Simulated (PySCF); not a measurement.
CH4BrIn. Atoms are numbered in the order given.

```xyz
7

In    -0.3148    -0.8067    -0.0472
H     -1.5895    -1.2864    -1.0955
Br     0.2266     1.6383    -0.2837
C      0.9327    -1.7824     1.4009
H      1.1600    -1.0774     2.2121
H      1.8762    -2.0728     0.9145
H      0.4480    -2.6811     1.8062
```

Geometry: PBE0-D3(BJ)/def2-SVP. The structure was generated by enumeration; whether it is a known compound was not checked. The def2 effective core potentials stand for the cores of In; spin–orbit coupling is left out.

Computed with PySCF with TDA-B3LYP/def2-SVPD.

Vertical excitations. Isolated molecule, no solvent.

| state | energy (eV) | λ (nm) | f | main pairs |
|---|---|---|---|---|
| S1 | 4.39 | 283 | 0.000 | HOMO→LUMO 100 % |
| S2 | 5.10 | 243 | 0.029 | HOMO−1→LUMO 92 % |
| S3 | 5.31 | 233 | 0.001 | HOMO−2→LUMO 98 % |
| S4 | 5.43 | 228 | 0.062 | HOMO→LUMO+1 91 % |
| S5 | 5.59 | 222 | 0.002 | HOMO−3→LUMO 98 % |
| S6 | 5.67 | 219 | 0.032 | HOMO−1→LUMO+1 97 % |
| S7 | 6.43 | 193 | 0.001 | HOMO→LUMO+2 92 % |
| S8 | 6.69 | 185 | 0.262 | HOMO−2→LUMO+1 60 %, HOMO→LUMO+3 23 % |
| S9 | 6.83 | 181 | 0.076 | HOMO→LUMO+3 67 %, HOMO−2→LUMO+1 20 % |
| S10 | 6.87 | 181 | 0.001 | HOMO−1→LUMO+2 96 % |
| T1 | 4.26 | 291 | 0 | HOMO→LUMO 98 % |
| T2 | 4.59 | 270 | 0 | HOMO−1→LUMO 99 % |
| T3 | 4.82 | 257 | 0 | HOMO→LUMO+1 89 % |
| T4 | 5.05 | 246 | 0 | HOMO−2→LUMO 96 % |
Triplets are in the Tamm–Dancoff approximation.
